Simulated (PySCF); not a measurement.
A GIAO shielding run with PySCF (density fitting, non-relativistic, gas phase) on SMILES COC(O[C@H](CC)[SiH3])=O, C₅H₁₂O₃Si:

```
$ OMP_NUM_THREADS=1 python probes_run.py task.json out

{"job": {"kind": "nmr", "xc": "PBE0", "basis": "pcSseg-1"}, "charge": 0, "multiplicity": 1}
C     -1.942053    -1.863655    -0.444544
C     -1.987164    -0.376938    -0.780502
C     -0.944534     0.419146    -0.005953
Si    -1.014960     2.313167    -0.290454
O      0.358318    -0.027460    -0.449540
C      1.326784     0.012389     0.445058
O      1.235204     0.404781     1.576371
O      2.448473    -0.463462    -0.110774
C      3.586395    -0.479220     0.739224
H     -2.142841    -2.022287     0.613311
H     -2.684297    -2.408379    -1.023162
H     -0.958946    -2.267753    -0.674454
H     -2.971422     0.030417    -0.541817
H     -1.809190    -0.239003    -1.848104
H     -1.025582     0.186215     1.061870
H     -2.307171     2.780165     0.214616
H     -0.894892     2.540121    -1.731118
H      0.095125     2.940830     0.417986
H      4.379713    -0.949359     0.163887
H      3.866569     0.537801     1.021698
H      3.377552    -1.050572     1.645929
```

Hardware: 1 thread of an Intel Xeon Platinum 8488C, shared host. The job also computes population analyses, field gradients.

Question: How large is the calculation?

Answer: 80 electrons, 220 basis functions and 1163 auxiliary functions.

Question: How long does it take, and how much memory does it need?

Answer: 59 s of wall time, with 14 SCF cycles and 5 response iterations; peak memory 0.99 GiB. Times on a shared host scatter by some tens of per cent.
